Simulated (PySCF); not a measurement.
Ga(Et)(Vi)2, SMILES [CH](=C)[Ga]([CH]=C)[CH2]C (C6H11Ga), singlet, GFN2-xTB optimised geometry.

```
18

Ga    -0.41    -0.22     0.00
C     -1.39    -2.04     0.00
C     -2.92    -1.93     0.00
H     -1.07    -2.62     0.87
H     -1.07    -2.61    -0.88
H     -3.27    -1.39    -0.89
H     -3.27    -1.39     0.88
H     -3.39    -2.91    -0.01
C      1.63    -0.22     0.00
C      2.30    -1.36    -0.03
H      2.20     0.71     0.02
H      3.39    -1.42    -0.03
H      1.79    -2.32    -0.05
C     -1.25     1.64     0.00
C     -2.55     1.91     0.01
H     -0.56     2.49    -0.01
H     -2.95     2.91     0.01
H     -3.29     1.12     0.01
```

Density from PBE0/def2-SVP (PySCF) at that geometry.

Minimum of the electron density along straight lines between bonded atoms, close to the bond critical point (lines longer than 1.1 times the sum of covalent radii, or with two minima, are not listed):

```json
[
 {"bond": "Ga1–C2", "length / Å": "2.068", "ρ at the minimum / e bohr⁻³": "0.099", "∇²ρ there / e bohr⁻⁵": "0.10", "position (fraction from the first atom)": "0.47"},
 {"bond": "C2–C3", "length / Å": "1.531", "ρ at the minimum / e bohr⁻³": "0.237", "∇²ρ there / e bohr⁻⁵": "-0.52", "position (fraction from the first atom)": "0.50"},
 {"bond": "C2–H4", "length / Å": "1.098", "ρ at the minimum / e bohr⁻³": "0.267", "∇²ρ there / e bohr⁻⁵": "-0.93", "position (fraction from the first atom)": "0.62"},
 {"bond": "C2–H5", "length / Å": "1.098", "ρ at the minimum / e bohr⁻³": "0.267", "∇²ρ there / e bohr⁻⁵": "-0.93", "position (fraction from the first atom)": "0.62"},
 {"bond": "C3–H6", "length / Å": "1.091", "ρ at the minimum / e bohr⁻³": "0.275", "∇²ρ there / e bohr⁻⁵": "-0.99", "position (fraction from the first atom)": "0.62"},
 {"bond": "C3–H7", "length / Å": "1.091", "ρ at the minimum / e bohr⁻³": "0.275", "∇²ρ there / e bohr⁻⁵": "-0.99", "position (fraction from the first atom)": "0.62"},
 {"bond": "C3–H8", "length / Å": "1.092", "ρ at the minimum / e bohr⁻³": "0.274", "∇²ρ there / e bohr⁻⁵": "-0.99", "position (fraction from the first atom)": "0.62"},
 {"bond": "Ga1–C9", "length / Å": "2.038", "ρ at the minimum / e bohr⁻³": "0.102", "∇²ρ there / e bohr⁻⁵": "0.15", "position (fraction from the first atom)": "0.46"},
 {"bond": "C9–C10", "length / Å": "1.329", "ρ at the minimum / e bohr⁻³": "0.341", "∇²ρ there / e bohr⁻⁵": "-0.91", "position (fraction from the first atom)": "0.49"},
 {"bond": "C9–H11", "length / Å": "1.091", "ρ at the minimum / e bohr⁻³": "0.273", "∇²ρ there / e bohr⁻⁵": "-0.99", "position (fraction from the first atom)": "0.63"},
 {"bond": "C10–H12", "length / Å": "1.084", "ρ at the minimum / e bohr⁻³": "0.280", "∇²ρ there / e bohr⁻⁵": "-1.06", "position (fraction from the first atom)": "0.63"},
 {"bond": "C10–H13", "length / Å": "1.084", "ρ at the minimum / e bohr⁻³": "0.281", "∇²ρ there / e bohr⁻⁵": "-1.06", "position (fraction from the first atom)": "0.63"},
 {"bond": "Ga1–C14", "length / Å": "2.039", "ρ at the minimum / e bohr⁻³": "0.102", "∇²ρ there / e bohr⁻⁵": "0.14", "position (fraction from the first atom)": "0.47"},
 {"bond": "C14–C15", "length / Å": "1.328", "ρ at the minimum / e bohr⁻³": "0.341", "∇²ρ there / e bohr⁻⁵": "-0.91", "position (fraction from the first atom)": "0.49"},
 {"bond": "C14–H16", "length / Å": "1.094", "ρ at the minimum / e bohr⁻³": "0.272", "∇²ρ there / e bohr⁻⁵": "-0.99", "position (fraction from the first atom)": "0.63"},
 {"bond": "C15–H17", "length / Å": "1.084", "ρ at the minimum / e bohr⁻³": "0.280", "∇²ρ there / e bohr⁻⁵": "-1.06", "position (fraction from the first atom)": "0.63"},
 {"bond": "C15–H18", "length / Å": "1.081", "ρ at the minimum / e bohr⁻³": "0.282", "∇²ρ there / e bohr⁻⁵": "-1.08", "position (fraction from the first atom)": "0.63"}
]
```
